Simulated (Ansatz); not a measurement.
```yaml
crystal:
  periodic: [false, false, false]
  atoms:
    - {symbol: C, position_ang: [-1.723767, 0.145727, -0.903268]}
    - {symbol: Hf, position_ang: [0.293844, 0.620398, -0.099785]}
    - {symbol: C, position_ang: [1.440405, -1.266375, -0.359336]}
    - {symbol: N, position_ang: [0.114941, 0.983762, 1.884023]}
    - {symbol: F, position_ang: [1.103119, 2.060526, -1.062266]}
    - {symbol: H, position_ang: [-2.396098, 1.011282, -0.900698]}
    - {symbol: H, position_ang: [-1.658782, -0.212592, -1.938556]}
    - {symbol: H, position_ang: [-2.213161, -0.643331, -0.319287]}
    - {symbol: H, position_ang: [2.489373, -1.170918, -0.056500]}
    - {symbol: H, position_ang: [1.008208, -2.083525, 0.231120]}
    - {symbol: H, position_ang: [1.432919, -1.588066, -1.408668]}
    - {symbol: H, position_ang: [-0.290186, 0.331877, 2.543415]}
    - {symbol: H, position_ang: [0.399166, 1.811236, 2.389808]}
basis:
  gaussian: {orbitals: def2-TZVPP, fitting: {mean_field: cc-pVTZ-jkfit}}
magnetization: {spin_polarized: false, initial_magnetization: 2}
hamiltonian: {xc: {name: r2SCAN}, dispersion: d3bjatm}
```

```sh
$ ansatz run in.yaml --threads 2 --pin off --events-out ev --progress --plain --max-ram 32768MiB --backend cpu
```

(1) How does Ansatz answer? (Estimate.)

Results:

(1) Computed: The input was rejected before any iteration.
```
Functional definition: r2SCAN
Error: <dir> the basis set cc-pVTZ-JKFIT has no functions for Hf
```
